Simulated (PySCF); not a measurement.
```xyz
21

Si    -1.7544    -2.4030    -0.2247
C     -1.1069    -0.6225    -0.2651
C     -1.9504     0.4015    -0.6741
C     -1.4607     1.7487    -0.7047
S     -2.5932     3.0114    -1.2383
N     -0.2332     2.0915    -0.3627
C      0.6253     1.1092     0.0452
C      1.9506     1.4792     0.4145
C      2.8606     0.5199     0.8356
C      2.4843    -0.8469     0.9049
C      1.1984    -1.2355     0.5507
C      0.2387    -0.2798     0.1144
H     -3.1855    -2.3824    -0.6815
H     -0.9498    -3.2898    -1.1358
H     -1.6800    -2.9720     1.1662
H     -2.9897     0.1977    -0.9756
H     -1.6771     4.0079    -1.0854
H      2.2134     2.5450     0.3507
H      3.8817     0.8180     1.1183
H      3.2135    -1.5993     1.2401
H      0.9144    -2.2986     0.6074
```

Charge 0, multiplicity 1.

Task: Give the Mulliken and meta-Löwdin atomic charges from PBE-D3(BJ)/def2-TZVP // PBE-D3(BJ)/def2-SVP run with PySCF.

Result: 
```json
[
 {"atom": "Si1", "Mulliken (e)": "0.11", "meta-Löwdin (e)": "0.40"},
 {"atom": "C2", "Mulliken (e)": "0.02", "meta-Löwdin (e)": "-0.18"},
 {"atom": "C3", "Mulliken (e)": "-0.23", "meta-Löwdin (e)": "-0.14"},
 {"atom": "C4", "Mulliken (e)": "0.18", "meta-Löwdin (e)": "0.04"},
 {"atom": "S5", "Mulliken (e)": "-0.17", "meta-Löwdin (e)": "-0.01"},
 {"atom": "N6", "Mulliken (e)": "-0.16", "meta-Löwdin (e)": "-0.27"},
 {"atom": "C7", "Mulliken (e)": "0.14", "meta-Löwdin (e)": "0.11"},
 {"atom": "C8", "Mulliken (e)": "-0.23", "meta-Löwdin (e)": "-0.12"},
 {"atom": "C9", "Mulliken (e)": "-0.05", "meta-Löwdin (e)": "-0.11"},
 {"atom": "C10", "Mulliken (e)": "-0.12", "meta-Löwdin (e)": "-0.12"},
 {"atom": "C11", "Mulliken (e)": "-0.17", "meta-Löwdin (e)": "-0.12"},
 {"atom": "C12", "Mulliken (e)": "0.02", "meta-Löwdin (e)": "-0.01"},
 {"atom": "H13", "Mulliken (e)": "-0.02", "meta-Löwdin (e)": "-0.07"},
 {"atom": "H14", "Mulliken (e)": "-0.01", "meta-Löwdin (e)": "-0.07"},
 {"atom": "H15", "Mulliken (e)": "-0.01", "meta-Löwdin (e)": "-0.07"},
 {"atom": "H16", "Mulliken (e)": "0.11", "meta-Löwdin (e)": "0.13"},
 {"atom": "H17", "Mulliken (e)": "0.16", "meta-Löwdin (e)": "0.12"},
 {"atom": "H18", "Mulliken (e)": "0.09", "meta-Löwdin (e)": "0.13"},
 {"atom": "H19", "Mulliken (e)": "0.11", "meta-Löwdin (e)": "0.13"},
 {"atom": "H20", "Mulliken (e)": "0.11", "meta-Löwdin (e)": "0.12"},
 {"atom": "H21", "Mulliken (e)": "0.12", "meta-Löwdin (e)": "0.12"}
]
```
